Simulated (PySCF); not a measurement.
From one molecule to another.

First species: C₄H₉FSi.
InChI=1S/C4H9FSi/c1-4(6)2-3-5/h2H,3H2,1,6H3/b4-2-

Second species: C₂H₁₁FSSi₃.
InChI=1S/C2H11FSSi3/c1-2(3)6-7(4)5/h2,4,7H,6H2,1,5H3/t2-,7-/m0/s1

Levels: wB97X-D/def2-SVPD for dipole moment, HOMO energy, LUMO energy, HOMO–LUMO gap, static isotropic polarisability and electronic spatial extent ⟨r²⟩ about the centre of nuclear charge; TDDFT wB97X-D/def2-SVPD for lowest singlet excitation; TDA wB97X-D/def2-SVPD for lowest triplet excitation (Tamm–Dancoff); GFN2-xTB for rotational constant A and rotational constant C. Geometries: GFN2-xTB. All species are isolated and taken at one optimised geometry, non-relativistic unless stated. Electronic properties by PySCF.

Dipoles, sizes and rotational constants follow the conformer. The torsions of the flexible species, by atom-mapped SMILES:
- `[CH3:1]/[C:2]([SiH3:3])=[CH:4]/[CH2:5][F:6]`: C2–C4–C5–F6 0°
- `[CH3:1][C@@H:2]([F:3])[SiH2:4][Si@H:5]([SiH3:6])[SH:7]`: C1–C2–Si4–Si5 -151°, C2–Si4–Si5–Si6 -35°, H–S7–Si5–Si4 -174°

Values for the first species:

- Dipole moment: 2.17 D
- HOMO energy: -9.14 eV
- LUMO energy: 1.62 eV
- HOMO–LUMO gap: 10.76 eV
- Lowest singlet excitation: 6.77 eV
- Lowest triplet excitation (Tamm–Dancoff): 4.29 eV
- Static isotropic polarisability: 77.3 au
- Electronic spatial extent ⟨r²⟩ about the centre of nuclear charge: 838 bohr²
- Rotational constant A: 3.670 GHz
- Rotational constant C: 1.457 GHz

(1) Estimate the same properties for the second species, and the change in each.

Answers

(1) 
```
                                                         property      first      second  second less first
                                                    dipole moment     2.17 D      1.39 D            -0.78 D
                                                      HOMO energy   -9.14 eV    -8.92 eV           +0.22 eV
                                                      LUMO energy    1.62 eV     0.73 eV           -0.89 eV
                                                    HOMO–LUMO gap   10.76 eV     9.65 eV           -1.11 eV
                                        lowest singlet excitation    6.77 eV     5.33 eV           -1.44 eV
                         lowest triplet excitation (Tamm–Dancoff)    4.29 eV     5.01 eV           +0.72 eV
                                  static isotropic polarisability    77.3 au    133.6 au           +56.3 au
electronic spatial extent ⟨r²⟩ about the centre of nuclear charge  838 bohr²  2190 bohr²        +1352 bohr²
                                            rotational constant A  3.670 GHz   1.591 GHz         -2.079 GHz
                                            rotational constant C  1.457 GHz   0.515 GHz         -0.942 GHz
```

On the first: The dipole equals about 7.2 × 10⁻³⁰ C·m (1 D = 3.33564 × 10⁻³⁰ C·m). The 8 singlets span 6.77 to 8.50 eV, and their oscillator strengths add up to 0.37.

On the second: No computed singlet falls in the visible range (750 to 380 nm, 1.65 to 3.26 eV); S1 lies 2.07 eV above its blue end.
